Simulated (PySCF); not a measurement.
Isomers of C6H16N2Si, mass 144.108 u with the commonest isotopes. Method used: PBE0/pcSseg-1 in PySCF (dipole) on a GFN2-xTB geometry, gas phase. One conformer each, none proved a minimum here; rigid rotors.

Question: Order these by dipole moment, smallest first.
A. `[SiH3:1][NH:2][NH:3][CH:4]1[CH2:5][CH2:6][CH2:7][CH2:8][CH2:9]1` with Si1–N2–N3–C4 -57°, N2–N3–C4–C5 -66°, N3–C4–C5–C6 -176°, C4–C5–C6–C7 58°, C5–C6–C7–C8 -58°, C6–C7–C8–C9 57°
B. `[CH3:1][SiH:2]([CH3:3])[NH:4][N:5]1[CH2:6][CH2:7][CH2:8][CH2:9]1` with C1–Si2–N4–N5 -173°, Si2–N4–N5–C6 -95°, N4–N5–C6–C7 -84°, N5–C6–C7–C8 -24°, C6–C7–C8–C9 2°, C7–C8–C9–N5 21°
C. `[CH3:1][CH:2]([CH3:3])[N:4]1[NH:5][CH2:6][CH2:7][C@H:8]1[SiH3:9]` with C1–C2–N4–N5 53°, C2–N4–N5–C6 -113°, N4–N5–C6–C7 -33°, N5–C6–C7–C8 35°, C6–C7–C8–Si9 -139°
D. `[CH3:1][C:2]([CH3:3])([CH3:4])[C@H:5]1[CH2:6][NH:7][SiH2:8][NH:9]1` with C2–C5–C6–N7 158°, C5–C6–N7–Si8 -31°, C6–N7–Si8–N9 14°, N7–Si8–N9–C5 8°

Answer: D (0.58 D), A (0.94 D), C (1.38 D), B (1.61 D).

Question: Order these by radius of gyration √(Σ m r²/M), largest first.
A. `[SiH3:1][NH:2][NH:3][CH:4]1[CH2:5][CH2:6][CH2:7][CH2:8][CH2:9]1` with Si1–N2–N3–C4 -57°, N2–N3–C4–C5 -66°, N3–C4–C5–C6 -176°, C4–C5–C6–C7 58°, C5–C6–C7–C8 -58°, C6–C7–C8–C9 57°
B. `[CH3:1][SiH:2]([CH3:3])[NH:4][N:5]1[CH2:6][CH2:7][CH2:8][CH2:9]1` with C1–Si2–N4–N5 -173°, Si2–N4–N5–C6 -95°, N4–N5–C6–C7 -84°, N5–C6–C7–C8 -24°, C6–C7–C8–C9 2°, C7–C8–C9–N5 21°
C. `[CH3:1][NH:2][N:3]([CH:4]1[CH2:5][CH2:6]1)[SiH:7]([CH3:8])[CH3:9]` with C1–N2–N3–C4 64°, N2–N3–C4–C5 61°, N2–N3–Si7–C8 -40°
D. `[CH3:1][CH:2]([CH3:3])[N:4]1[NH:5][CH2:6][CH2:7][C@H:8]1[SiH3:9]` with C1–C2–N4–N5 53°, C2–N4–N5–C6 -113°, N4–N5–C6–C7 -33°, N5–C6–C7–C8 35°, C6–C7–C8–Si9 -139°

Answer: A (2.427 Å), B (2.369 Å), C (2.200 Å), D (2.160 Å).

Question: Order these by out-of-plane moment Σ m c² = (Ia + Ib − Ic)/2, largest first.
A. `[CH3:1][NH:2][N:3]([CH:4]1[CH2:5][CH2:6]1)[SiH:7]([CH3:8])[CH3:9]` with C1–N2–N3–C4 64°, N2–N3–C4–C5 61°, N2–N3–Si7–C8 -40°
B. `[CH3:1][CH:2]([CH3:3])[N:4]1[NH:5][CH2:6][CH2:7][C@H:8]1[SiH3:9]` with C1–C2–N4–N5 53°, C2–N4–N5–C6 -113°, N4–N5–C6–C7 -33°, N5–C6–C7–C8 35°, C6–C7–C8–Si9 -139°
C. `[SiH3:1][NH:2][NH:3][CH:4]1[CH2:5][CH2:6][CH2:7][CH2:8][CH2:9]1` with Si1–N2–N3–C4 -57°, N2–N3–C4–C5 -66°, N3–C4–C5–C6 -176°, C4–C5–C6–C7 58°, C5–C6–C7–C8 -58°, C6–C7–C8–C9 57°
D. `[CH2:1]=[CH:2][N:3]([CH2:4][CH:5]([CH3:6])[CH3:7])[NH:8][SiH3:9]` with C1–C2–N3–C4 -164°, C2–N3–C4–C5 67°, N3–C4–C5–C6 63°, C2–N3–N8–Si9 92°
E. `[CH3:1][SiH:2]([CH3:3])[NH:4][N:5]1[CH2:6][CH2:7][CH2:8][CH2:9]1` with C1–Si2–N4–N5 -173°, Si2–N4–N5–C6 -95°, N4–N5–C6–C7 -84°, N5–C6–C7–C8 -24°, C6–C7–C8–C9 2°, C7–C8–C9–N5 21°
F. `[CH3:1][C:2]([CH3:3])([CH3:4])[C@H:5]1[CH2:6][NH:7][SiH2:8][NH:9]1` with C2–C5–C6–N7 158°, C5–C6–N7–Si8 -31°, C6–N7–Si8–N9 14°, N7–Si8–N9–C5 8°

Answer: E (75.28 u·Å²), B (72.06 u·Å²), D (70.68 u·Å²), F (62.06 u·Å²), C (59.49 u·Å²), A (45.34 u·Å²).

```json
{"SMILES": "[SiH3]NNC1CCCCC1", "point group": "C1", "Ia (u·Å²)": "178.49", "Ib (u·Å²)": "729.84", "Ic (u·Å²)": "789.35", "κ": "-0.95", "μa (D)": "0.71", "μb (D)": "0.34", "μc (D)": "0.52"}
{"SMILES": "C[SiH](C)NN1CCCC1", "point group": "C1", "Ia (u·Å²)": "188.69", "Ib (u·Å²)": "695.63", "Ic (u·Å²)": "733.76", "κ": "-0.96", "μa (D)": "1.27", "μb (D)": "0.96", "μc (D)": "0.25"}
{"SMILES": "CNN(C1CC1)[SiH](C)C", "point group": "C1", "Ia (u·Å²)": "316.97", "Ib (u·Å²)": "425.99", "Ic (u·Å²)": "652.28", "κ": "0.00", "μa (D)": "1.51", "μb (D)": "0.03", "μc (D)": "0.17"}
{"SMILES": "CC(C)N1NCC[C@H]1[SiH3]", "point group": "C1", "Ia (u·Å²)": "288.85", "Ib (u·Å²)": "455.36", "Ic (u·Å²)": "600.08", "κ": "-0.41", "μa (D)": "0.43", "μb (D)": "1.19", "μc (D)": "0.56"}
{"SMILES": "C=CN(CC(C)C)N[SiH3]", "point group": "C1", "Ia (u·Å²)": "256.09", "Ib (u·Å²)": "651.93", "Ic (u·Å²)": "766.65", "κ": "-0.82", "μa (D)": "1.22", "μb (D)": "0.40", "μc (D)": "0.12"}
{"SMILES": "CC(C)(C)[C@H]1CN[SiH2]N1", "point group": "C1", "Ia (u·Å²)": "195.74", "Ib (u·Å²)": "550.69", "Ic (u·Å²)": "622.31", "κ": "-0.88", "μa (D)": "0.45", "μb (D)": "0.36", "μc (D)": "0.04"}
```
